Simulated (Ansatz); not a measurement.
Abridged output of a molecular run in Ansatz:

```
Functional definition: HF
1095 factors; integrals over basis functions are off by at most 1.4e-3 eV
mean field evaluation 1: about -61337.6032 eV, gradient 2.7e1 eV
mean field evaluation 2: about -61337.6614 eV, gradient 2.7e1 eV
mean field evaluation 4: about -61339.7185 eV, gradient 3.4e0 eV
mean field evaluation 8: about -61339.7513 eV, gradient 1.5e-1 eV
mean field -61339.75139355 eV, -2254.1942861362 hartree, gradient 1.8e-6 eV, S^2 0.000000; 0 other end points of the search recorded, 0 dependent functions left out
12 core orbitals not correlated: weight in the atoms' cores, before any rotation towards them, 1.000 or more for the frozen orbitals, at most 0.000 for the correlated occupied ones
reference -61339.75139355 eV, -2254.1942861362 hartree; 18, 18 occupied and 79, 79 virtual orbitals, 1095 factors
second order -19.24811559 eV of doubles, -0.00000000 eV of singles
cycle   1  -19.68052435 eV  change   -4.3e-1 eV  update   9.9e-2
cycle   2  -20.24482761 eV  change   -5.6e-1 eV  update   2.9e-2
cycle   3  -20.34737571 eV  change   -1.0e-1 eV  update   1.3e-2
cycle   4  -20.34224293 eV  change    5.1e-3 eV  update   3.0e-3
cycle   5  -20.34228990 eV  change   -4.7e-5 eV  update   1.2e-3
cycle   6  -20.34229431 eV  change   -4.4e-6 eV  update   3.3e-4
cycle   7  -20.34209118 eV  change    2.0e-4 eV  update   1.2e-4
cycle   8  -20.34206455 eV  change    2.7e-5 eV  update   3.9e-5
perturbative correction -0.51305155 eV, -0.0188542968 hartree
Total energy: -61360.60650965 eV, -2254.9606975169 hartree
```

Its atoms:

```xyz
11

C     1.011    0.967   -0.355
C    -0.082   -0.008   -0.710
F     0.450   -1.020   -1.511
Ge   -0.934   -0.862    0.864
H     1.794    0.485    0.234
H     1.465    1.379   -1.260
H     0.602    1.795    0.230
H    -0.856    0.488   -1.306
H    -1.968   -1.897    0.398
H    -1.634    0.219    1.707
H     0.151   -1.546    1.710
```

(1) Which basis set was used?
A. def2-SVP
B. cc-pV(Q+d)Z
C. cc-pV(T+d)Z
D. def2-TZVPPD

(2) Write the keys of the input that set method, charge and spin (a neutral closed shell needs none for the last two).

Results:

(1) A. It gives 109 functions.

(2) 
```yaml
correlation: {method: ccsd_t}
```
